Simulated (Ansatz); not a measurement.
Abridged output of a molecular run in Ansatz:

```
Functional definition: HF
1188 factors; integrals over basis functions are off by at most 1.3e-3 eV
mean field evaluation 1: about -70640.9129 eV, gradient 4.5e1 eV
mean field evaluation 2: about -70640.9413 eV, gradient 4.5e1 eV
mean field evaluation 4: about -70645.0418 eV, gradient 2.9e0 eV
mean field evaluation 8: about -70645.0742 eV, gradient 1.8e-1 eV
mean field -70645.07428711 eV, -2596.1585951002 hartree, gradient 6.0e-7 eV, S^2 0.000000; 0 other end points of the search recorded, 0 dependent functions left out
17 core orbitals not correlated: weight in the atoms' cores, before any rotation towards them, 1.000 or more for the frozen orbitals, at most 0.000 for the correlated occupied ones
reference -70645.07428711 eV, -2596.1585951002 hartree; 21, 21 occupied and 84, 84 virtual orbitals, 1188 factors
second order -23.60760599 eV of doubles, -0.00000000 eV of singles
cycle   1  -23.74109982 eV  change   -1.3e-1 eV  update   1.1e-1
cycle   2  -24.36723783 eV  change   -6.3e-1 eV  update   3.1e-2
cycle   3  -24.49270334 eV  change   -1.3e-1 eV  update   1.5e-2
cycle   4  -24.48260904 eV  change    1.0e-2 eV  update   2.9e-3
cycle   5  -24.48208249 eV  change    5.3e-4 eV  update   1.2e-3
cycle   6  -24.48225862 eV  change   -1.8e-4 eV  update   3.2e-4
cycle   7  -24.48207347 eV  change    1.9e-4 eV  update   1.1e-4
cycle   8  -24.48203020 eV  change    4.3e-5 eV  update   3.5e-5
perturbative correction -0.54662581 eV, -0.0200881278 hartree
Total energy: -70670.10294312 eV, -2597.0783812433 hartree
```

Its atoms:

Z-matrix (Å, degrees):
```
Si
F 1 1.597
N 1 1.698 2 106.8
O 1 1.631 2 112.3 3 120.6
H 1 1.473 2 106.5 3 -125.2
Ge 3 1.845 1 127.1 2 155.9
H 3 1.009 1 117.9 2 -32.2
H 4 0.959 1 118.1 2 -65.4
H 6 1.539 3 109.8 1 -70.6
H 6 1.537 3 110.1 1 49.7
H 6 1.535 3 106.5 1 170.0
```

Task: Which basis set was used?
A. def2-TZVPPD
B. def2-SVP
C. def2-SVPD
D. cc-pV(Q+d)Z

Result: B. It gives 122 functions.

Task: Write the keys of the input that set method, charge and spin (a neutral closed shell needs none for the last two).

Result: 
```yaml
correlation: {method: ccsd_t}
```
